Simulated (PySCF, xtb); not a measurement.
SnH₃F, SMILES [F][SnH3].

GFN2-xTB in xtb at its own geometry gives an orbital gap of 6.50 eV and a dipole moment of 3.51 D.

Geometry optimised at B3LYP-D3(BJ)/def2-TZVP. The def2 effective core potentials stand for the cores of Sn; spin–orbit coupling is left out.

Q: What does HF/def2-TZVPD (PySCF) give? (Estimate from the structure and the level; the computed values follow.)

A: gap 14.12 eV (levels -12.70 and 1.42 eV), dipole 3.10 D.
